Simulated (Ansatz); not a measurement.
Total energies of `O=[C](S)[GaH2]`.

Cartesian coordinates in Å:
```
O -2.0008 0.2364 0.6359
C -0.9187 -0.1904 0.3476
S -0.5698 -1.9492 0.5562
Ga 0.5746 0.9874 -0.3787
H 0.6957 -1.8822 0.1132
H 0.2788 2.5096 -0.5586
H 1.9402 0.2884 -0.7154
```

Total charge 0; spin multiplicity 1. Correlated methods include outer-core shells of Ga, which these sets cover unevenly. Scalar relativity is left out up to krypton. The geometry is a stationary point of PBE0-D4/def2-TZVP. It is one conformer, not always the lowest. Basis def2-TZVPP, Ansatz 0.2.0.

RPA on PBE orbitals: Hartree–Fock energy of these orbitals -2435.20803 Eh, correlation -1.26700 Eh (frozen core).

```
             functional  energy without D4 (Eh)  D4 term (kJ/mol)
            LDA (SPW92)             -2432.91255                 –
                    PBE             -2437.62364             -16.4
                 revPBE             -2437.97045             -45.7
                   BLYP             -2438.25923             -35.9
                 B97M-V             -2437.72156                 –
                   PBE0             -2437.68902             -13.8
                  B3LYP             -2438.28152             -26.9
                r2SCANh             -2438.09228              -4.0
HSE06 (plane-wave form)             -2437.67578             -13.0
                  BHLYP             -2438.11417             -22.6
                ωB97X-V             -2437.93262                 –
                ωB97M-V             -2438.04367                 –
                 B2PLYP             -2437.63586                 –
               PBE-QIDH             -2437.24441                 –
```

Q: Give the same for r2SCAN, r2SCAN0, CAM-B3LYP, LC-ωPBE. (Best estimate.)

A: Computed: 
| functional | energy without D4 (Eh) | D4 term (kJ/mol) |
| --- | --- | --- |
| r2SCAN | -2438.11468 | -3.7 |
| r2SCAN0 | -2438.06053 | -4.5 |
| CAM-B3LYP | -2438.29135 | -14.2 |
| LC-ωPBE | -2437.76682 | – |

B3LYP takes the VWN-RPA correlation (the form of Gaussian; ORCA's B3LYP/G). HSE06 is the plane-wave form, built on full-range PBE exchange. The double hybrids freeze the cores in their second-order part.

LC-ωPBE has ω = 0.4 bohr⁻¹.
